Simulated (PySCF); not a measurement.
**Polarisability and C₆ of Ti²⁺ (titanium, charge +2)**

[Ar] 3d2, high-spin 3F determinant. Computed with PySCF 2.14 in aug-cc-pVQZ-DK (9s8p6d4f3g2h, 140 functions), with the spin-free X2C one-electron Hamiltonian (Gaussian nucleus). Coupled (time-dependent) response in atomic units; α is the mean over directions.

```
method  mean α (bohr³)  C₆ (like pair)  S(−4)
  PBE0           4.907           14.72  20.36
```

S(−4) is the Cauchy moment in α(ω) = α(0) + S(−4) ω² + …

α(iu) at PBE0:

| u (hartree) | α(iu) (bohr³) |
| --- | --- |
| 0 | 4.907 |
| 0.0500 | 4.857 |
| 0.100 | 4.720 |
| 0.200 | 4.300 |
| 0.300 | 3.854 |
| 0.500 | 3.143 |
| 0.750 | 2.529 |
| 1.00 | 2.084 |
| 1.50 | 1.471 |
| 2.00 | 1.078 |
| 3.00 | 0.6359 |
| 5.00 | 0.2907 |

A single London oscillator, α(iu) = α/(1 + u²/ω²), gives C₆ = (3/4) ω α². Matching the computed C₆ needs ω = 4 × 14.72 / (3 × 4.907²) = 0.815 hartree.

For an ion, C₆ is the dispersion term alone; charge-induced terms of lower order in 1/R come first.
